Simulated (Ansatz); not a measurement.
```xyz
3

N     0.0000    0.0000   -0.3400
O     0.0000    1.1804    0.1487
O     0.0000   -1.1804    0.1487
```

Basis set: 6-31G* (spherical functions). Correlated methods keep 3 orbitals frozen. Charge 0, multiplicity 2.

Computed with Ansatz (development build ahead of 0.2.0); each method stands on the lowest determinant of its kind that the runs found.

The atomization energy at this shape (free ground-state atoms in the same class of orbitals less the molecule, no zero-point energy) of doublet NO2:

| method | atomization energy |
| --- | --- |
| UHF | 120.6 kJ/mol |

**Question.** What does UHF-MP2 give?

**Answer.** 725.0 kJ/mol. Caution: the shape is not the minimum; the unrestricted determinant is spin contaminated.
